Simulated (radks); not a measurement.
Values are calculated unless marked as measured or tabulated.
Question: These are the eigenvalues of the occupied orbitals of an atom or ion with whole-number occupations (hartree). Level of theory: scalar-relativistic Kohn-Sham, BLYP, spin-polarised, spherical densities, finite nucleus; Fermi nuclear charge, rms radius of each element as measured or else 0.836 A^(1/3) + 0.57 fm (a radial shooting solver on a logarithmic mesh with Libxc functionals).

| orbital | eigenvalue |
|---|---|
| 1s down | -2643.477 |
| 1s up | -2643.477 |
| 2s up | -466.9981 |
| 2s down | -466.9974 |
| 2p up | -409.0121 |
| 2p down | -409.0115 |
| 3s up | -116.0193 |
| 3s down | -115.9944 |
| 3p up | -98.91038 |
| 3p down | -98.88522 |
| 3d up | -79.49113 |
| 3d down | -79.47191 |
| 4s up | -32.21083 |
| 4s down | -32.16571 |
| 4p up | -26.56917 |
| 4p down | -26.52563 |
| 4d up | -19.47801 |
| 4d down | -19.43564 |
| 5s up | -12.24186 |
| 5s down | -12.22064 |
| 4f up | -11.53666 |
| 4f down | -11.49419 |

Which element is it, and in what charge state? The configuration may be excited. Open shells, if any, are filled with parallel spins first.

Answer: Z = 75, rhenium, charge +14: Re14+ in [Kr] 4d10 4f13 5s2. The list shows which subshells hold electrons but not how many an open one holds; the 1s level, -2643.5 hartree, gives Z - s = 72.7 by -(Z - s)^2/2, which with screening and relativity narrows Z to a few neighbours, and the depths of the outer levels then fix element, charge and occupations together.
